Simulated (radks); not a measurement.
Fractional charge and spin in the 4d shell of cadmium: the spin-up occupation runs from 4 to 5 and the spin-down occupation from 4 to 5; the fullest corner is Cd, [Kr] 5s2 4d(up 5, down 5). All-electron calculation, scalar-relativistic Kohn-Sham, r2SCAN, spin-polarised, spherical densities, finite nucleus; meta-GGA in the generalised Kohn-Sham scheme; Fermi nuclear charge, rms radius of each element as measured or else 0.836 A^(1/3) + 0.57 fm. Program: a radial shooting solver on a logarithmic mesh with Libxc functionals. Energy (eV) minus the two flat planes that join the four corners (they meet along the diagonal where the two added fractions sum to one electron); zero is where a piecewise linear energy would lie.

| down \ up | 4 | 4.25 | 4.5 | 4.75 | 5 |
|---|---|---|---|---|---|
| 4 | 0.000 | -1.342 | -1.775 | -1.320 | 0.000 |
| 4.25 | -1.342 | -1.708 | -1.189 | 0.193 | -1.178 |
| 4.5 | -1.775 | -1.189 | 0.257 | -1.052 | -1.551 |
| 4.75 | -1.320 | 0.193 | -1.052 | -1.489 | -1.148 |
| 5 | 0.000 | -1.178 | -1.551 | -1.148 | 0.000 |

Corners above the fullest one (they belong to Cd+ and the next ion): (up 5, down 4) 18.227 eV, (up 4, down 5) 18.227 eV, (up 4, down 4) 50.819 eV. With half an added electron in each spin the energy lies 0.257 eV from the planes, and with half an added electron in spin up alone -1.775 eV. The planes are only a guide here: the flat-plane condition holds for ground states with one frontier orbital, while this shell lies below other occupied shells, so the corners above the fullest one are inner-hole states and not the ground states of those ions.
